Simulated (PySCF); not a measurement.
## Assignment exercise: C₅H₁₂O₂Si

Geometry:
```csv
atom,x (Å),y (Å),z (Å)
C1,2.568,1.080,-0.490
C2,2.205,0.692,0.902
C3,1.161,-0.052,1.248
Si4,-0.094,-0.795,0.066
O5,-0.817,0.243,-0.970
C6,-1.411,1.484,-0.712
O7,-1.113,-1.465,1.150
C8,-2.289,-2.166,0.878
H9,1.818,0.742,-1.197
H10,3.530,0.641,-0.757
H11,2.672,2.162,-0.564
H12,2.881,1.069,1.663
H13,1.022,-0.268,2.300
H14,0.377,-1.732,-0.947
H15,-1.812,1.865,-1.653
H16,-2.224,1.390,0.013
H17,-0.674,2.190,-0.322
H18,-2.861,-2.242,1.804
H19,-2.055,-3.171,0.516
H20,-2.890,-1.657,0.120
```

PySCF 2.14.0 with density-fitted response routines calculation with shieldings: GIAO PBE0/pcSseg-1 and coordinates at the GFN2-xTB level; one averaged value for each set of equivalent atoms, relativity neglected, no solvent, one conformer.

Shifts are taken against calculated references (same method and geometry level): TMS for 13C (σ = 186.93 ppm), 1H (σ = 31.72 ppm).

(1) Assign these signals to the numbered atoms. 13C{1H} NMR (computed): δ 158.4, 131.7, 51.9, 23.7.

(2) Assign these signals to the numbered atoms. 1H NMR (300 MHz, computed): δ 6.82 (m, 1H), 5.59 (m, 1H), 4.86 (d, 1H), 3.88 (s, 6H), 1.98 (d, 3H).

Results:

(1) 
158.4 → C2, alkene CH: as expected for a trigonal carbon in a double bond
131.7 → C3, alkene CH
51.9 → C6/C8, methyl carbon bonded to O: deshielded by the electronegative neighbour
23.7 → C1, allylic methyl carbon: saturated and bonded to C and H only

(2) 
| δ (ppm) | atoms | environment | reason |
| --- | --- | --- | --- |
| 6.82 | H12 | hydrogen on an alkene CH | olefinic region |
| 5.59 | H13 | hydrogen on an alkene CH | – |
| 4.86 | H14 | hydrogen on a silicon bonded to C, 2 O | – |
| 3.88 | H15/H16/H17/H18/H19/H20 | hydrogen on a methyl carbon bonded to O | its carbon carries O, hence the downfield position |
| 1.98 | H9/H10/H11 | hydrogen on an allylic methyl carbon | allylic position |

Shifts are as computed. Against solution values, carbons near 30 ppm lie about +3 ppm off and those near 130 ppm about +5 ppm. Of 1309 compounds with measured shifts, 239 miss one by over three times the rms of a fit or turn the order of signals round; such compounds aren't used in these exercises. No couplings were computed; multiplicities are counted from neighbouring protons, with m where these are inequivalent, close in shift, in a saturated or five-membered ring or joined by F or P, and br s for small geminal =CH2 splittings.
